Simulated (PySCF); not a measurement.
C₄H₇AlO.
Atom-mapped SMILES: `[CH:1]#[C:2][AlH:3][O:4][CH2:5][CH3:6]` (hydrogens: H7 on C1; H8 on Al3; H9, H10 on C5; H11, H12, H13 on C6)

Level of theory: PySCF 2.14.0, PBE0-D3(BJ)/def2-SVP geometry optimisation, gas phase.

(1) Give the optimised bond lengths and angles.

Results:

(1) 
```csv
bond,length (pm),order
C1≡C2,122.2,triple
C2–Al3,191.3,single
Al3–O4,169.4,single
O4–C5,139.7,single
C5–C6,151.4,single
C1–H7,107.6,single
Al3–H8,157.2,single
"C5–H9, C5–H10",110.7,single
"C6–H11, C6–H12, C6–H13",110.1,single
```

Bonds in one row agree within 1 pm and their mean is given. Orders are formal, as drawn. A selection of angles:
```csv
angle,degrees
C2–C1–H7,179.9
C1–C2–Al3,179.3
C2–Al3–O4,118.7
C2–Al3–H8,123.6
O4–Al3–H8,117.7
Al3–O4–C5,137.7
O4–C5–C6,111.1
O4–C5–H9,111.1
O4–C5–H10,108.7
C6–C5–H9,109.7
H9–C5–H10,106.6
C5–C6–H11,110.9
C5–C6–H13,110.4
H11–C6–H12,108.2
```

Torsions: C2–Al3–O4–C5 -1° (synperiplanar); Al3–O4–C5–C6 -114° (anticlinal). The mirror-image conformer, all signs reversed, is as good.

Al3 (aluminium bonded to C, O and H) is planar (angles 123.6°, 118.7° and 117.7°, sum 360.0°, 0.00 Å off the plane of its three neighbours). The C–C distances run from 1.222 Å (C1≡C2, drawn triple) to 1.514 Å (C5–C6, drawn single), a spread of 0.292 Å.

Point group: C1 (no symmetry element, even within 0.4 Å). No frequency check. The numbers are those of one conformer.
